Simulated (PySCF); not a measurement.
Species: C5H6O3P (charge -1).
Numbering: `[CH3:1][P@@:2](=[O:3])([O-:4])[c:5]1[cH:6][cH:7][o:8][cH:9]1`

Cartesian coordinates in Å at the GFN2-xTB level; atoms count from 1:
```xyz
15
C5H6O3P angstrom
C     -2.1353    0.6504    0.2042
P     -1.2484   -0.9821    0.0384
O     -1.4328   -1.7826    1.2800
O     -1.5678   -1.5955   -1.2811
C      0.4734   -0.3382    0.0051
C      1.1384    0.4243   -0.9925
C      2.4143    0.5909   -0.5628
O      2.6022   -0.0138    0.6322
C      1.4116   -0.5746    0.9558
H     -1.9285    1.2943   -0.6462
H     -1.8517    1.1480    1.1280
H     -3.2003    0.4232    0.2301
H      0.7070    0.7820   -1.9063
H      3.2641    1.0945   -0.9869
H      1.3493   -1.1127    1.8800
```

Probes without a nucleus sit at each ring's centroid and 1 Å off its mean plane on both sides; NICS is minus the shielding there, NICSzz its component along the normal. Level: GIAO PBE0/pcSseg-1 (PySCF, non-relativistic, gas phase) on the GFN2-xTB geometry, one conformer.

Ring bond lengths (Å), with Mayer bond orders in brackets: C5–C6 1.421 (1.25), C6–C7 1.357 (1.60), C7–O8 1.352 (1.07), O8–C9 1.355 (1.04), C9–C5 1.356 (1.65).

Task: What do the NICS probes read (ppm)?

Result: 
```
          ring                                               type  NICS(0)  NICS(1), two faces  NICS(1)zz, two faces  rms pucker (Å)  centre to ring atoms, mean (Å)
C5–C6–C7–O8–C9  5-membered ring with O; formal bonds all aromatic    -12.2       -10.6 / -10.5         -26.5 / -26.1            0.00                            1.16
```

Task: What do they say, and how far can they be read as aromaticity?

Result: 
- C5–C6–C7–O8–C9: mean NICS(1)zz -26.3 ppm, shielded. The ring is flat and has no four-coordinate atom; by the NICS criterion it is aromatic.

Task: And the bond-length index? Use HOMA with the parameters of Krygowski (1993).

Result: 
- C5–C6–C7–O8–C9: HOMA 0.34; the largest term is that of O8–C9, α(R − Ropt)² = 1.28.

Task: What field does 9.4 T along the ring normal induce along that normal at the second NICS(1) probe listed for ring C5–C6–C7–O8–C9, 1 Å off the ring?

Result: NICSzz × B0 = -26.1 ppm × 9.4 T = -245 μT, against the applied field.

Task: Give the inner angles of the rings and the Hirshfeld charges of the ring atoms.

Result: 
- C5–C6–C7–O8–C9: C5 105.2° (-0.095 e), C6 106.5° (-0.095 e), C7 110.8° (-0.031 e), O8 105.9° (-0.095 e), C9 111.6° (-0.010 e); sum 540.0° against 540° for a flat convex ring.

Rough CPU time on one thread of a shared machine: about 90 s. This is the whole shielding run at PBE0/pcSseg-1, SCF included.
